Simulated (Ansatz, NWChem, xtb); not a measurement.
How methods differ on CH7BGe (SMILES C[BH][GeH3])

CH7BGe: 10 atoms, total charge 0, spin state singlet. As SMILES, `C[BH][GeH3]`. Geometry: relaxed at PBE0-D4/def2-TZVP.

```xyz
10

C    -1.2113    0.8480   -0.5797
B    -0.0139   -0.1230   -0.7197
Ge    1.1113   -0.7846    0.8816
H    -1.9726    0.7485   -1.3570
H    -0.7473    1.8373   -0.7496
H    -1.6771    0.8987    0.4058
H     0.3260   -0.4817   -1.8130
H     0.9184   -2.3074    1.0483
H     0.7292   -0.1289    2.2240
H     2.6205   -0.5583    0.6621
```

Each level gives the electronic atomisation energy (eV). The values are calculated. Electronic energies at fixed atoms, without zero-point motion or spin-orbit coupling.

```
            level                    kind  program  value (eV)  CPU time (all runs)
         GFN0-xTB          semi-empirical      xtb       41.57            under 2 s
      HF/def2-SVP            Hartree–Fock   Ansatz       26.08                3.4 s
     PBE/def2-SVP                     GGA   NWChem       33.45                 27 s
  r2SCAN/def2-SVP                meta-GGA   Ansatz       33.65                 25 s
   BHLYP/def2-SVP           global hybrid   Ansatz       32.98                 12 s
   HSE06/def2-SVP  range-separated hybrid   Ansatz       33.42                 12 s
PBE-QIDH/def2-SVP           double hybrid   Ansatz       33.10                 13 s
 RPA@PBE/def2-SVP                     RPA   Ansatz       31.05                 19 s
 BCCD(T)/def2-SVP   coupled cluster or CI   Ansatz       31.92                 36 s
```

All-electron rows without a relativistic Hamiltonian named are non-relativistic. Correlated wave functions underbind in double-zeta sets. The values span 26.08 to 41.57 eV. GFN0-xTB: no spin polarisation, so open shells miss the exchange term that lowers them. In the correlated wave-function rows the outer d shell of Ge is correlated, in sets not made for it. CPU times are rough (shared hosts, several kinds of processor and program).
